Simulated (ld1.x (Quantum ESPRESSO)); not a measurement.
## Before and after: TM potential for xenon (Xe)

```
Element                 : Xe (Z = 54)
Generator               : ld1.x (Quantum ESPRESSO) 7.5
Type                    : norm-conserving Troullier–Martins (Kleinman–Bylander form)
Functional              : PBE
Relativity              : scalar-relativistic
Frozen core             : [Kr]
Valence charge          : 18
Reference configuration : 4d10 5s2 5p6
Partial waves           : 5s (bound): rc 1.25 bohr; 5p (bound): rc 1.40 bohr; 4d (bound): rc 1.25 bohr
Local potential         : all-electron potential smoothed inside 1.05 bohr (lloc = -1)
Core correction         : Bessel-smoothed model core inside 1.20 bohr
```

All-electron outer shells of the reference configuration (PBE, scalar-relativistic, ld1.x):

```json
{"shell": "4s", "level (eV)": "-197.46", "outermost node (bohr)": "0.36", "outermost maximum (bohr)": "0.66"}
{"shell": "4p", "level (eV)": "-141.27", "outermost node (bohr)": "0.36", "outermost maximum (bohr)": "0.69"}
{"shell": "4d", "level (eV)": "-59.38", "outermost node (bohr)": "0.34", "outermost maximum (bohr)": "0.75"}
{"shell": "5s", "level (eV)": "-19.74", "outermost node (bohr)": "0.85", "outermost maximum (bohr)": "1.63"}
{"shell": "5p", "level (eV)": "-8.23", "outermost node (bohr)": "0.92", "outermost maximum (bohr)": "1.91"}
```

Change: reference 4d10 5s2 5p5.5.

Cutoffs: the cutoffs (Ry, on a coarse ladder) from which the occupation-weighted sum of valence levels, in a spherical-Bessel basis at the reference potential, stays within 10 and 1 mRy of its value at 400 Ry; they do not see the model core or the augmentation charge, which bear on the density cutoff. Errors are all-electron minus pseudo energies relative to the spin-unpolarised reference configuration.

Task: What does the change do?

Result: The potential gets neither clearly harder nor softer (160 Ry and 260 Ry → 160 Ry and 260 Ry); both files keep a bound ghost (p, s).

| quantity | base | changed |
| --- | --- | --- |
| cutoff, loose | 160 Ry | 160 Ry |
| cutoff, tight | 260 Ry | 260 Ry |
| bound ghosts | s, p | s, p |
| largest error over its own tests, meV | -519 | -501 |
| s: phases at 1.56 bohr within 0.05 rad from the reference energy up to (Ry; the scan ends near 5) | 3.5 | 3.2 |
| p: phases at 1.56 bohr within 0.05 rad from the reference energy up to (Ry; the scan ends near 5) | 1.7 | 1.5 |
| d: phases at 1.56 bohr within 0.05 rad from the reference energy up to (Ry; the scan ends near 5) | to the end of the scan | to the end of the scan |

 A true bound ghost makes a file unfit for plane-wave use even where its test errors are small: the radial tests pick states by their node count and pass the ghost by.
